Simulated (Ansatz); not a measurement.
One geometry of the cluster Mn2O4⁺, several levels of theory.

```yaml
crystal:
  periodic: [false, false, false]
  atoms:
    - {symbol: Mn, position_ang: [-1.114659, 0.623808, 0.051594]}
    - {symbol: Mn, position_ang: [1.142995, -0.135492, -0.417605]}
    - {symbol: O, position_ang: [-2.191366, 0.015170, 0.977389]}
    - {symbol: O, position_ang: [1.978288, -1.319175, 0.062057]}
    - {symbol: O, position_ang: [-0.337643, -0.281800, -1.289600]}
    - {symbol: O, position_ang: [0.522374, 1.097499, 0.616156]}
basis:
  gaussian: {orbitals: def2-TZVP, initial_orbitals: start.molden}
total_charge: 1
magnetization: {spin_polarized: true, initial_magnetization: 1}
hamiltonian: {xc: pbe0, dispersion: d4}
scf: {omitted_lower_state_checks: [starts]}
output: {orbitals: {seedname: orbitals}}
```

The file start.molden holds the orbitals of an earlier run on this structure, at another level or in another basis.

```sh
$ ansatz run in.yaml --threads 4 --pin off --events-out ev --progress --plain --max-ram 4787MiB
```

Shortened log:

```
Functional definition: PBE0
1624 factors; their error is unknown
mean field evaluation 1: about -70795.4331 eV, gradient 1.4e2 eV
mean field evaluation 2: about -70801.1678 eV, gradient 6.9e0 eV
mean field evaluation 4: about -70802.1637 eV, gradient 4.3e-1 eV
mean field evaluation 8: about -70802.3706 eV, gradient 1.4e-3 eV
mean field -70802.37056158 eV, -2601.9391265676 hartree, gradient 1.7e-5 eV, S^2 3.002723; 0 other end points of the search recorded, 0 dependent functions left out
reference -70802.37059351 eV, -2601.9391277409 hartree; 41, 40 occupied and 173, 174 virtual orbitals, 1624 factors
Total energy: -70802.52418092 eV, -2601.9447719741 hartree
Checks for a lower state left out: starts
```

Run time 13 s (4 threads of Arm Neoverse V2 on a shared host), peak host memory 0.95 GiB.

As the first input, with `hamiltonian: {xc: {name: CAM-B3LYP}, dispersion: d4}` (abridged; 17 s):

```
Functional definition: CAM-B3LYP
mean field -70823.26705080 eV, -2602.7070583824 hartree, gradient 3.9e-5 eV, S^2 2.985286
Total energy: -70823.42582030 eV, -2602.7128930536 hartree
Checks for a lower state left out: starts
```

First input, but with `gaussian: {orbitals: def2-SVP, initial_orbitals: start.molden}`, `correlation: {method: ccsd_t}`, `scf: {omitted_lower_state_checks: [starts, cluster_reference]}` and without the key `hamiltonian` (abridged; 2.7 min):

```
Functional definition: HF
mean field evaluation 16: about -70694.3513 eV, gradient 1.4e0 eV
mean field -70694.40459906 eV, -2597.9714506269 hartree, gradient 5.6e-6 eV, S^2 6.139280
14 core orbitals not correlated: weight in the atoms' cores, before any rotation towards them, 1.000 or more for the frozen orbitals, at most 0.000 for the correlated occupied ones
second order -32.88698274 eV of doubles, -0.00000000 eV of singles
cycle   1  -32.27229881 eV  change    6.1e-1 eV  update   3.1e-1
cycle   2  -34.21202854 eV  change    -1.9e0 eV  update   1.4e-1
cycle   3  -35.52828701 eV  change    -1.3e0 eV  update   1.4e-1
cycle   4  -36.38037538 eV  change   -8.5e-1 eV  update   8.3e-2
cycle   5  -36.63793833 eV  change   -2.6e-1 eV  update   4.8e-2
cycle   6  -36.90446767 eV  change   -2.7e-1 eV  update   3.5e-2
cycle   7  -37.06029271 eV  change   -1.6e-1 eV  update   2.8e-2
cycle   8  -37.13124746 eV  change   -7.1e-2 eV  update   2.4e-2
cycle   9  -37.17741984 eV  change   -4.6e-2 eV  update   2.3e-2
[...]
cycle  22  -37.68400606 eV  change   -1.6e-2 eV  update   4.6e-3
cycle  23  -37.69589158 eV  change   -1.2e-2 eV  update   3.1e-3
cycle  24  -37.70974610 eV  change   -1.4e-2 eV  update   2.2e-3
cycle  25  -37.71699159 eV  change   -7.2e-3 eV  update   1.3e-3
cycle  26  -37.71891505 eV  change   -1.9e-3 eV  update   8.1e-4
cycle  27  -37.72012864 eV  change   -1.2e-3 eV  update   5.6e-4
cycle  28  -37.72084496 eV  change   -7.2e-4 eV  update   3.1e-4
cycle  29  -37.72007703 eV  change    7.7e-4 eV  update   2.3e-4
cycle  30  -37.72024164 eV  change   -1.6e-4 eV  update   1.7e-4
cycle  31  -37.72008352 eV  change    1.6e-4 eV  update   1.2e-4
cycle  32  -37.71992680 eV  change    1.6e-4 eV  update   7.9e-5
cycle  33  -37.71983837 eV  change    8.8e-5 eV  update   6.0e-5
cycle  34  -37.71972692 eV  change    1.1e-4 eV  update   4.2e-5
cycle  35  -37.71967415 eV  change    5.3e-5 eV  update   3.4e-5
perturbative correction -3.13167769 eV, -0.1150870325 hartree
Total energy: -70735.25595090 eV, -2599.4727101172 hartree
Checks for a lower state left out: starts, cluster_reference
```

First input, but with `hamiltonian: {xc: pbe, dispersion: d4}`, `output: {forces: true, orbitals: {seedname: orbitals}}` (abridged; 7.5 s):

```
Functional definition: PBE
mean field evaluation 16: about -70806.0716 eV, gradient 3.6e-5 eV
mean field -70806.07160833 eV, -2602.0751375269 hartree, gradient 4.9e-6 eV, S^2 1.976361
Total energy: -70806.25348127 eV, -2602.0818212343 hartree
Atom 0 force     0.477541     0.023393    -0.232623 eV/Å
Atom 1 force    -0.330160     0.230002    -0.016945 eV/Å
Atom 2 force    -0.388169    -0.125342     0.266433 eV/Å
Atom 3 force     0.324761    -0.331713     0.093605 eV/Å
Atom 4 force    -0.115832    -0.016607    -0.219457 eV/Å
Atom 5 force     0.031859     0.220267     0.108987 eV/Å
Dipole moment:     0.211449     0.357729    -0.354191 e Å
Checks for a lower state left out: starts
```

Geometry: PBE-D4/def2-SVP.

Correlated methods freeze 14 core orbitals; core or outer-core shells of Mn are correlated, in sets that lack core-valence functions. At PBE0-D4/def2-TZVP, CAM-B3LYP-D4/def2-TZVP, CCSD(T)/def2-SVP, PBE-D4/def2-TZVP the charge 1 doublet is spin-contaminated (final ⟨S²⟩ up to 6.14, 0.75 for a pure state). At CCSD(T)/def2-SVP T1 of the charge 1 doublet is large (up to 0.153), so the single-reference result is doubtful. No other spin state of charge 1 was run. The geometry of the doublet was relaxed on an unsound state (⟨S²⟩ 1.98, where a pure state has 0.75). Another isomer (doublet) lies 1.93 eV lower at PBE0-D4/def2-TZVP; other spin states weren't run for this one.
